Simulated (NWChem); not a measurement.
System: C2H5ClSi2; SMILES C1[SiH2][Si@@H](Cl)C=1

Parts of the log:

```
             Northwest Computational Chemistry Package (NWChem) 7.3.0
             --------------------------------------------------------

                             Geometry "geometry" -> ""
                             -------------------------

 Output coordinates in angstroms (scale by  1.889725989 to convert to a.u.)

  No.       Tag          Charge          X              Y              Z
 ---- ---------------- ---------- -------------- -------------- --------------
    1 Cl                  17.0000     0.24965000    -2.20166300     0.33697500
    2 Si                  14.0000    -0.12863100    -0.40065400    -0.63192000
    3 C                    6.0000    -1.51041600     0.64151600     0.09764400
    4 C                    6.0000    -0.89959500     1.80858600     0.42267000
    5 Si                  14.0000     0.94425300     1.55608200     0.06546400
    6 H                    1.0000    -0.27956200    -0.73685700    -2.07835900
    7 H                    1.0000    -2.58508100     0.45951500     0.22870100
    8 H                    1.0000    -1.44291500     2.67667600     0.82083400
    9 H                    1.0000     1.56558600     2.50758100    -0.90801400
   10 H                    1.0000     1.80548400     1.49457800     1.28560000

 Effective nuclear repulsion energy (a.u.)     320.4715200044

                              NWChem Property Module
                              ----------------------

  itol2e modified to match energy
  convergence criterion.

                                 NWChem DFT Module
                                 -----------------

 Summary of "ao basis" -> "ao basis" (spherical)
 ------------------------------------------------------------------------------
       Tag                 Description            Shells   Functions and Types
 ---------------- ------------------------------  ------  ---------------------
 Cl                         cc-pvtz                 12       34   5s4p2d1f
 Si                         cc-pvtz                 12       34   5s4p2d1f
 C                          cc-pvtz                 10       30   4s3p2d1f
 H                          cc-pvtz                  6       14   3s2p1d

  itol2e modified to match energy
  convergence criterion.

            General Information
            -------------------
          SCF calculation type: DFT
          Wavefunction type:  closed shell.
          No. of atoms     :    10
          No. of electrons :    62
           Alpha electrons :    31
            Beta electrons :    31
          Charge           :     0
          Spin multiplicity:     1
          Use of symmetry is: off; symmetry adaption is: off
          Maximum number of iterations: 150
          AO basis - number of functions:   232
                     number of shells:    86
          Convergence on energy requested:  1.00D-07
          Convergence on density requested:  1.00D-05
          Convergence on gradient requested:  5.00D-04

              XC Information
              --------------
                         B3LYP Method XC Potential
                     Hartree-Fock (Exact) Exchange  0.200
                        Slater Exchange Functional  0.800 local
                    Becke 1988 Exchange Functional  0.720 non-local
              Lee-Yang-Parr Correlation Functional  0.810
                  VWN I RPA Correlation Functional  0.190 local

             Grid Information
             ----------------
          Grid used for XC integration:  fine
          Radial quadrature: Mura-Knowles
          Angular quadrature: Lebedev.
          Tag              B.-S. Rad. Rad. Pts. Rad. Cut. Ang. Pts.
          ---              ---------- --------- --------- ---------
          Cl                  1.00      123          13.0       770
          Si                  1.10      123          11.0       770
          C                   0.70       70          11.0       590
          H                   0.35       60          13.0       590
          Grid pruning is: on
          Number of quadrature shells:   809
          Spatial weights used:  Erf1

[...]

          -----------------------
          Electric field gradient
          -----------------------

 1 a.u. = 0.324123 10**(16) esu/cm**3  ( or statvolts/cm**2 ) = 0.97174 10**(22) v/m**2

 ------------------------------------------------------------
   Atom      X         Y         Z
 ------------------------------------------------------------
    1 Cl   0.47177  -4.16054   0.63679
 ------------------------------------------------------------

 Electric field gradient in molecular frame (a.u.)
         XX             YY             ZZ             XY             XZ             YZ
 ------------------------------------------------------------------------------------------
        0.816076      -1.238242       0.422165       0.447561      -0.212986       1.244401

 Principal components (a.u.) and orientation
 of principal axis w.r.t. absolute frame                      Asymmetry parameter eta
 --------------------------------------------------------------------------------------
       -1.991279       1.090700       0.900578                       0.095477

       -0.173690       0.120064       0.977454
        0.868971       0.485707       0.094752
       -0.463380       0.865837      -0.188694

 ------------------------------------------------------------
   Atom      X         Y         Z
 ------------------------------------------------------------
    2 Si  -0.24308  -0.75713  -1.19416
 ------------------------------------------------------------

 Electric field gradient in molecular frame (a.u.)
         XX             YY             ZZ             XY             XZ             YZ
 ------------------------------------------------------------------------------------------
        0.051538      -0.240295       0.188757       0.092195      -0.051187       0.518948

 Principal components (a.u.) and orientation
 of principal axis w.r.t. absolute frame                      Asymmetry parameter eta
 --------------------------------------------------------------------------------------
       -0.604156       0.535932       0.068224                       0.774152

       -0.158272       0.018324       0.987226
        0.821466       0.557195       0.121355
       -0.547853       0.830180      -0.103241

 ------------------------------------------------------------
   Atom      X         Y         Z
 ------------------------------------------------------------
    3 C   -2.85427   1.21229   0.18452
 ------------------------------------------------------------

 Electric field gradient in molecular frame (a.u.)
         XX             YY             ZZ             XY             XZ             YZ
 ------------------------------------------------------------------------------------------
        0.139556       0.183601      -0.323157       0.049857      -0.098759       0.238155

 Principal components (a.u.) and orientation
 of principal axis w.r.t. absolute frame                      Asymmetry parameter eta
 --------------------------------------------------------------------------------------
       -0.438516       0.278772       0.159744                       0.271434

        0.187270       0.081633       0.978911
       -0.364242       0.931270      -0.007979
        0.912282       0.355066      -0.204133

 ------------------------------------------------------------
   Atom      X         Y         Z
 ------------------------------------------------------------
    4 C   -1.69999   3.41773   0.79873
 ------------------------------------------------------------

 Electric field gradient in molecular frame (a.u.)
         XX             YY             ZZ             XY             XZ             YZ
 ------------------------------------------------------------------------------------------
        0.222476       0.153717      -0.376193       0.090794      -0.062857       0.196705

 Principal components (a.u.) and orientation
 of principal axis w.r.t. absolute frame                      Asymmetry parameter eta
 --------------------------------------------------------------------------------------
       -0.452856       0.292769       0.160087                       0.292988

        0.130717       0.741045      -0.658609
       -0.323477       0.659833       0.678220
        0.937164       0.124390       0.325963

 ------------------------------------------------------------
   Atom      X         Y         Z
 ------------------------------------------------------------
    5 Si   1.78438   2.94057   0.12371
 ------------------------------------------------------------

 Electric field gradient in molecular frame (a.u.)
         XX             YY             ZZ             XY             XZ             YZ
 ------------------------------------------------------------------------------------------
        0.094937      -0.110731       0.015794       0.234578       0.111841      -0.114094

 Principal components (a.u.) and orientation
 of principal axis w.r.t. absolute frame                      Asymmetry parameter eta
 --------------------------------------------------------------------------------------
       -0.334459       0.253355       0.081105                       0.515011

       -0.517207       0.851863       0.082622
        0.751322       0.498146      -0.432858
        0.409894       0.161802       0.897668

 ------------------------------------------------------------
   Atom      X         Y         Z
 ------------------------------------------------------------
    6 H   -0.52830  -1.39246  -3.92753
 ------------------------------------------------------------

 Electric field gradient in molecular frame (a.u.)
         XX             YY             ZZ             XY             XZ             YZ
 ------------------------------------------------------------------------------------------
        0.065462       0.054981      -0.120443      -0.002985      -0.018973      -0.042139

[...]
```

Level: B3LYP/cc-pVTZ. Geometry: optimised at PBE0/def2-SVP. B3LYP is NWChem's, with the RPA form of VWN correlation. NWChem prints the field gradient with the sign opposite to the second derivative of the potential.

Problem. Reconstruct the input file.

Solution. One answer among several that fit: the input that was run:
```
start job
memory heap 200 mb stack 900 mb global 1100 mb
geometry units angstroms noautosym nocenter noautoz
  Cl     0.249650    -2.201663     0.336975
  Si    -0.128631    -0.400654    -0.631920
  C     -1.510416     0.641516     0.097644
  C     -0.899595     1.808586     0.422670
  Si     0.944253     1.556082     0.065464
  H     -0.279562    -0.736857    -2.078359
  H     -2.585081     0.459515     0.228701
  H     -1.442915     2.676676     0.820834
  H      1.565586     2.507581    -0.908014
  H      1.805484     1.494578     1.285600
end
basis spherical
  Cl library cc-pvtz
  Si library cc-pvtz
  C library cc-pvtz
  H library cc-pvtz
end
dft
  xc b3lyp
  iterations 150
  semidirect filesize 400000000
end
property
  efieldgrad
end
task dft property
```
